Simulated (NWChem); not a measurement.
System: CH3BeBr; SMILES [Br][Be][CH3]

Input file for NWChem:

```
start job
memory heap 200 mb stack 900 mb global 1100 mb
geometry units angstroms noautosym nocenter noautoz
  Be    -0.000105    -1.123808     0.000532
  Br     0.000853     0.844638     0.000213
  C     -0.000394    -2.792821    -0.000964
  H     -0.765141    -3.204924    -0.682361
  H     -0.207385    -3.208033     1.000759
  H      0.971448    -3.205406    -0.323863
end
basis spherical
  * library def2-svpd
end
dft
  xc xcamb88 1.00 lyp 0.81 vwn_5 0.19 hfexch 1.00
  cam 0.33 cam_alpha 0.19 cam_beta 0.46
  iterations 150
end
tddft
  cis
  nroots 6
  notriplet
end
task tddft energy
```

Geometry: optimised at PBE0/def2-SVP.

Vertical excitations in the gas phase.

Task: What results follow from this input? (CAM-B3LYP/def2-SVPD, TDA.) Quantities: lowest excitation, singlet (eV); orbital gap (eV).

Result: The lowest excitation, singlet (eV) comes out as 7.19. The orbital gap (eV) is 10.70.
